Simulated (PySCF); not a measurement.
Input of a run (PBE0-D3(BJ)/def2-SVP geometry optimisation, gas phase (PySCF 2.14.0)), started from GFN2-xTB:
```
{"job": {"xc": "PBE0", "basis": "def2-SVP", "d3": "d3bj", "grid": 2, "kind": "geom"}, "charge": 0, "multiplicity": 1}
C     -1.382229     1.392621    -0.194364
C     -0.146069     0.558477    -0.078726
C      1.109936     1.148158    -0.163134
C      2.247066     0.362883    -0.056502
N      2.216051    -0.947911     0.126954
C      1.034009    -1.520237     0.209981
C     -0.181227    -0.832136     0.116571
C     -1.427821    -1.600737     0.228074
O     -1.484828    -2.793097     0.390792
H     -1.120265     2.437792    -0.340830
H     -1.987368     1.311743     0.707538
H     -1.988080     1.066973    -1.038784
H      1.200959     2.213716    -0.311411
H      3.233661     0.802381    -0.120044
H      1.022128    -2.591683     0.360579
H     -2.353521    -1.000001     0.151895
```

Output (energies in Eh, forces in Eh/bohr):
```
step   0  E = -400.18228557  max force = 0.009584
step   1  E = -400.18361137  max force = 0.001553
step   2  E = -400.18361752  max force = 0.000629
step   3  E = -400.18361626  max force = 0.001180
step   4  E = -400.18362214  max force = 0.000506
step   5  E = -400.18362146  max force = 0.000655
step   6  E = -400.18362300  max force = 0.000217
optimisation converged
```

Task: Summarise the run.

Result: The energy falls by 0.036 eV over 7 energy and gradient evaluations, the largest force component goes from 0.0096 to 2.2e-04 Eh/bohr, and the atoms move by 0.018 Å rms after alignment. Among the bonds, C4–H14 and C6–H15 change most and about equally (+0.014 to +0.015 Å). Bonds longer at the end by more than 0.005 Å: 12 of 16; shorter: 0. The energy rose by more than 1e-6 Eh at step 3. The first step brought 99 % of the lowering.

Task: What are the final bond lengths?

Result: C1–C2 1.501 Å, C2–C3 1.397 Å, C3–C4 1.393 Å, C4–N5 1.332 Å, N5–C6 1.326 Å, C6–C7 1.403 Å, C7–C8 1.480 Å, C8=O9 1.206 Å, C2–C7 1.409 Å, C1–H10 1.098 Å, C1–H11 1.101 Å, C1–H12 1.101 Å, C3–H13 1.093 Å, C4–H14 1.097 Å, C6–H15 1.096 Å, C8–H16 1.118 Å. Numbering counts from 1 in the input's order; the species is `Cc1ccncc1C=O`.

The run used 161 basis functions and 47 SCF cycles in all.

No frequency check. The numbers are those of one conformer.

Conformer computed: `[CH3:1][c:2]1[cH:3][cH:4][n:5][cH:6][c:7]1[CH:8]=[O:9]`: C6–C7–C8–O9 0°.
